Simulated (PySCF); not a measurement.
**Group charges in `CC#CCC(=O)[SiH2]CCl`**

C6H9ClOSi.
Numbering: `[CH3:1][C:2]#[C:3][CH2:4][C:5](=[O:6])[SiH2:7][CH2:8][Cl:9]` (hydrogens: H10, H11, H12 on C1; H13, H14 on C4; H15, H16 on Si7; H17, H18 on C8)

Cartesian coordinates in Å at the GFN2-xTB level; atoms count from 1:
```xyz
18
C6H9ClOSi angstrom
C      3.0384    1.0852    1.0696
C      2.2620    0.0416    0.4381
C      1.6175   -0.8183   -0.0943
C      0.8391   -1.8658   -0.7180
C     -0.6372   -1.7510   -0.3949
O     -1.3467   -2.7277   -0.3288
Si    -1.3488    0.0172   -0.0992
C     -3.2273   -0.1566   -0.3792
Cl    -4.0113    1.4220   -0.0901
H      3.3150    0.7880    2.0805
H      3.9453    1.2759    0.4967
H      2.4517    2.0019    1.1182
H      1.2097   -2.8548   -0.4329
H      0.9190   -1.7773   -1.8079
H     -0.7744    0.9567   -1.0614
H     -1.0874    0.4182    1.2815
H     -3.6880   -0.8652    0.3058
H     -3.4852   -0.4484   -1.3955
```

Atomic charges (e) from the PBE0/pcSseg-1 density (PySCF):

```
atom  Mulliken      IAO  Hirshfeld  ESP-fitted
  C1   -0.1868  -0.4374    -0.0937     -0.5507
  C2   -0.2643  -0.0339    -0.0385     +0.0828
  C3   -0.1445  -0.0950    -0.0653     -0.2011
  C4   -0.1168  -0.3260    -0.0679     -0.3416
  C5   -0.0273  +0.1549    +0.0913     +0.4854
  O6   -0.3409  -0.3827    -0.2149     -0.4689
 Si7   +0.6625  +0.6982    +0.3121     +0.4332
  C8   -0.4943  -0.5227    -0.1258     -0.5237
 Cl9   -0.1727  -0.1052    -0.0783     -0.1221
 H10   +0.1516  +0.1742    +0.0625     +0.1943
 H11   +0.1516  +0.1749    +0.0630     +0.1997
 H12   +0.1515  +0.1748    +0.0633     +0.1893
 H13   +0.1677  +0.1850    +0.0632     +0.1848
 H14   +0.1787  +0.1879    +0.0687     +0.1619
 H15   -0.0476  -0.1056    -0.0721     -0.0910
 H16   -0.0376  -0.0959    -0.0674     -0.0760
 H17   +0.1878  +0.1804    +0.0507     +0.2240
 H18   +0.1812  +0.1740    +0.0494     +0.2196
```

**Question.** Cut each of the bonds C1–C2, C2–C3, C3–C4, C4–C5, Si7–C5 and C8–Si7 in turn and sum the charges on the side of the atom named first.

**Answer.** In e; the other side holds the opposite charge:

```
bond cut    piece  atoms  Mulliken     IAO  Hirshfeld  ESP-fitted
   C1–C2      CH3      4    +0.268  +0.087     +0.095      +0.033
   C2–C3     C2H3      5    +0.004  +0.053     +0.057      +0.115
   C3–C4     C3H3      6    -0.141  -0.042     -0.009      -0.086
   C4–C5     C4H5      9    +0.089  +0.004     +0.055      -0.081
  Si7–C5  CH4ClSi      7    +0.279  +0.223     +0.069      +0.064
  C8–Si7    CH2Cl      4    -0.298  -0.274     -0.104      -0.202
```

Extremes among these pieces. Mulliken: lowest CH2Cl at C8, highest CH4ClSi at Si7; IAO: lowest CH2Cl at C8, highest CH4ClSi at Si7; Hirshfeld: lowest CH2Cl at C8, highest CH3 at C1; ESP-fitted: lowest CH2Cl at C8, highest C2H3 at C2.

**Question.** Do the schemes agree better on the pieces than on the single atoms at the cuts?

**Answer.** The spread between schemes averages 0.176 e for the pieces and 0.333 e for the atoms named first; it is smaller for the piece at 6 of the 6 cuts. On average they agree better on the pieces. The sign differs between schemes (beyond ±0.03 e) for C4H5 at C4.

Isolated species at its GFN2-xTB geometry (one conformer only). GFN2-xTB frequencies show an imaginary mode (22i cm⁻¹), so this geometry is no minimum at that level.
